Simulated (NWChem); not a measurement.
Molecule: Si$_{2}$SbH$_{6}$Cl; SMILES [Cl][Sb]([SiH3])[SiH3]

```xyz
10

Sb    -0.0753     0.7289     0.0000
Cl    -1.9832    -0.7469     0.0000
Si     1.0659    -0.6751     1.8519
H      0.3061    -0.4748     3.1214
H      2.4690    -0.1879     2.0388
H      1.0791    -2.1225     1.4885
Si     1.0659    -0.6751    -1.8519
H      0.3061    -0.4748    -3.1214
H      1.0791    -2.1225    -1.4885
H      2.4690    -0.1879    -2.0388
```
Atoms are numbered in this order, from 1.

Program: NWChem. All runs use the structure optimised with PBE0/def2-SVP. No frequency run checked for a minimum. def2 effective core potentials on Sb; no spin-orbit coupling.

For level TPSS/def2-SVP (core potentials):

```yaml
highest occupied level (eV): -6.21
orbital gap (eV): 3.56
dipole (D): 2.23
```

**Question.** How do the values read with level TPSS/STO-3G (all-electron, non-relativistic) instead?

**Answer.** The highest occupied level (eV) comes out as -3.61. The orbital gap (eV) is 4.22. The dipole (D) comes out as 3.13.
